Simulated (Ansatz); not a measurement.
Stepwise reaction of `[OH][Ta](=[S])([Cl])[Cl]` with ammonia, as a gas-phase model of exchange steps in deposition or etching. ΔE in kJ/mol; ΔG adds harmonic PBE0-D4 terms to CCSD(T)/CBS, at 1 bar.

Gas-phase electronic energies from Ansatz, PBE0-D4/def2-TZVP geometries. CCSD(T)/CBS is the MP2 limit (def2-TZVPP, def2-QZVPP) plus CCSD(T) − MP2 in def2-TZVPP, frozen cores. This one scheme is used for every species. Functionals use def2-TZVPP. B3LYP here is the variant with VWN-RPA as its local correlation; programs differ in this. Elements past krypton have def2 core potentials. For Ta outer-core shells are correlated without core-valence functions, which leaves a few kJ/mol of doubt a bond. One conformer a species, not always the lowest.

```csv
step,reaction,PBE-D4,B3LYP-D4,ωB97M-V,CCSD(T)/CBS,ΔG(600 K)
1,`[OH][Ta](=[S])([Cl])[Cl]` + NH₃ → `[NH2][Ta]([OH])(=[S])[Cl]` + HCl,62.4,61.0,59.4,60.7,52.3
```

(1) Give the row of step 2, `[NH2][Ta]([OH])(=[S])[Cl]` + NH₃ → `[NH2][Ta]([NH2])([OH])=[S]` + HCl. (An estimate is asked.)

(2) By hand: ΔE of the 2 steps together at CCSD(T)/CBS.

Results:

(1) The calculation gave: 
```json
{"step": "2", "reaction": "`[NH2][Ta]([OH])(=[S])[Cl]` + NH₃ → `[NH2][Ta]([NH2])([OH])=[S]` + HCl", "PBE-D4": "82.7", "B3LYP-D4": "81.8", "ωB97M-V": "80.5", "CCSD(T)/CBS": "81.5", "ΔG(600 K)": "66.6"}
```

(2) (60.7) + (81.5) = 142.2 kJ/mol, or 71.1 kJ/mol a step.

In ΔE each step is higher than the one before. All are uphill at CCSD(T)/CBS. ΔG lies between 52.3 and 66.6 kJ/mol a step. PBE-D4 differs from CCSD(T)/CBS by 1.2 to 1.7 kJ/mol a step. Isolated molecules leave out the surface, adducts and barriers. Largest T1 diagnostic: 0.020.
